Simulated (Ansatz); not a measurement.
Calculation: B3LYP-D3(BJ)/def2-TZVP in Ansatz (a program for electronic structure). No frequencies were computed at this level.

Ansatz 0.2 input:
```yaml
crystal:
  periodic: [false, false, false]
  atoms:
    - { symbol: C, position_ang: [-1.671557, 0.102857, 0.003527] }
    - { symbol: C, position_ang: [-0.208579, -0.077094, -0.007133] }
    - { symbol: C, position_ang: [0.665785, -1.07651, -0.088723] }
    - { symbol: C, position_ang: [1.834268, -0.064027, 0.00025] }
    - { symbol: C, position_ang: [0.971754, 0.940208, 0.08228] }
    - { symbol: H, position_ang: [-1.983673, 0.593376, 0.926943] }
    - { symbol: H, position_ang: [-1.97832, 0.740778, -0.826944] }
    - { symbol: H, position_ang: [-2.176738, -0.857208, -0.078712] }
    - { symbol: H, position_ang: [0.614224, -2.143138, -0.178822] }
    - { symbol: H, position_ang: [2.901832, -0.166115, -0.005076] }
    - { symbol: H, position_ang: [1.031005, 2.006876, 0.172411] }
basis:
  gaussian: { orbitals: def2-tzvp }
hamiltonian:
  xc: b3lyp
  dispersion: d3bj
relax:
  max_steps: 150
```

Output:

```
Functional definition: B3LYP
1164 factors; their error is unknown
mean field evaluation 1: about -5270.1205 eV, gradient 6.7e1 eV
mean field evaluation 2: about -5263.7052 eV, gradient 8.3e1 eV
mean field evaluation 4: about -5280.9661 eV, gradient 7.7e0 eV
mean field evaluation 8: about -5281.0990 eV, gradient 2.6e-1 eV
mean field evaluation 16: about -5281.0752 eV, gradient 8.2e-4 eV
mean field -5281.07524791 eV, -194.0759357193 hartree, gradient 9.3e-6 eV, S^2 0.000000; 0 other end points of the search recorded, 0 dependent functions left out
reference -5281.07551957 eV, -194.0759457027 hartree; 18, 18 occupied and 173, 173 virtual orbitals, 1164 factors
relax step   1: F+E_penalty+E_count = -5281.42910960 eV  Δ(F+E_penalty+E_count) = +0.000e0 eV  max|allowed force component| = 4.820e-1 eV/Å  Δτ_max = 0.0000 Å  (32 SCF iters, accepted)
these checks for a lower state are left out or cut short: starts, cluster_reference, orbital_swaps, neighbouring_geometries, increment
1164 factors; their error is unknown
mean field -5281.09308944 eV, -194.0765913835 hartree, gradient 1.0e-5 eV, S^2 0.000000; 0 other end points of the search recorded, 0 dependent functions left out
reference -5281.09336190 eV, -194.0766013961 hartree; 18, 18 occupied and 173, 173 virtual orbitals, 1164 factors
relax step   2: F+E_penalty+E_count = -5281.44839732 eV  Δ(F+E_penalty+E_count) = -1.929e-2 eV  max|allowed force component| = 2.477e-1 eV/Å  Δτ_max = 0.0235 Å  (35 SCF iters, accepted)
these checks for a lower state are left out or cut short: starts, cluster_reference, orbital_swaps, neighbouring_geometries, increment
1164 factors; their error is unknown
mean field evaluation 32: about -5281.0961 eV, gradient 4.8e-4 eV
mean field -5281.09604420 eV, -194.0766999690 hartree, gradient 9.9e-6 eV, S^2 0.000000; 0 other end points of the search recorded, 0 dependent functions left out
reference -5281.09631708 eV, -194.0767099971 hartree; 18, 18 occupied and 173, 173 virtual orbitals, 1164 factors
relax step   3: F+E_penalty+E_count = -5281.45237689 eV  Δ(F+E_penalty+E_count) = -3.980e-3 eV  max|allowed force component| = 4.428e-2 eV/Å  Δτ_max = 0.0204 Å  (35 SCF iters, accepted)
these checks for a lower state are left out or cut short: starts, cluster_reference, orbital_swaps, neighbouring_geometries, increment
1164 factors; their error is unknown
mean field -5281.09618827 eV, -194.0767052632 hartree, gradient 1.0e-5 eV, S^2 0.000000; 0 other end points of the search recorded, 0 dependent functions left out
reference -5281.09646112 eV, -194.0767152905 hartree; 18, 18 occupied and 173, 173 virtual orbitals, 1164 factors
relax step   4: F+E_penalty+E_count = -5281.45250691 eV  Δ(F+E_penalty+E_count) = -1.300e-4 eV  max|allowed force component| = 1.804e-2 eV/Å  Δτ_max = 0.0043 Å  (35 SCF iters, accepted)
these checks for a lower state are left out or cut short: starts, cluster_reference, orbital_swaps, neighbouring_geometries, increment
1164 factors; their error is unknown
mean field -5281.09629326 eV, -194.0767091217 hartree, gradient 1.0e-5 eV, S^2 0.000000; 0 other end points of the search recorded, 0 dependent functions left out
reference -5281.09656608 eV, -194.0767191477 hartree; 18, 18 occupied and 173, 173 virtual orbitals, 1164 factors
relax step   5: F+E_penalty+E_count = -5281.45254495 eV  Δ(F+E_penalty+E_count) = -3.804e-5 eV  max|allowed force component| = 4.502e-3 eV/Å  Δτ_max = 0.0036 Å  (35 SCF iters, accepted)
1164 factors; their error is unknown
mean field evaluation 64: about -5281.1192 eV, gradient 2.6e-1 eV
mean field -5281.09629326 eV, -194.0767091217 hartree, gradient 1.0e-5 eV, S^2 0.000000; 1 other end points of the search recorded, 0 dependent functions left out
reference -5281.09656608 eV, -194.0767191477 hartree; 18, 18 occupied and 173, 173 virtual orbitals, 1164 factors
Total energy: -5281.45281777 eV, -194.0898111559 hartree
Atom 0 at    -1.676299     0.092273     0.002611 Å, force    -0.000777     0.000221     0.000032 eV/Å
Atom 1 at    -0.211848    -0.074640    -0.006939 Å, force    -0.002743     0.004146     0.000498 eV/Å
Atom 2 at     0.659854    -1.080059    -0.088972 Å, force     0.004199    -0.002321    -0.000330 eV/Å
Atom 3 at     1.849328    -0.060195     0.000603 Å, force     0.002628    -0.004502    -0.000201 eV/Å
Atom 4 at     0.992323     0.953478     0.083421 Å, force    -0.002936     0.002827     0.000065 eV/Å
Atom 5 at    -2.008403     0.583490     0.923856 Å, force    -0.000305    -0.000086    -0.000124 eV/Å
Atom 6 at    -2.003016     0.730840    -0.825501 Å, force    -0.000303    -0.000105     0.000114 eV/Å
Atom 7 at    -2.183427    -0.870098    -0.080012 Å, force     0.000409     0.000416     0.000024 eV/Å
Atom 8 at     0.577485    -2.152780    -0.179619 Å, force     0.000632     0.000852     0.000057 eV/Å
Atom 9 at     2.925663    -0.148211    -0.003518 Å, force    -0.000051    -0.000598    -0.000043 eV/Å
Atom 10 at     1.078340     2.025905     0.174070 Å, force    -0.000754    -0.000848    -0.000091 eV/Å
Dipole moment:    -0.104764     0.026379     0.001898 e Å
```

Cost: about 40 core-seconds (a rough figure).
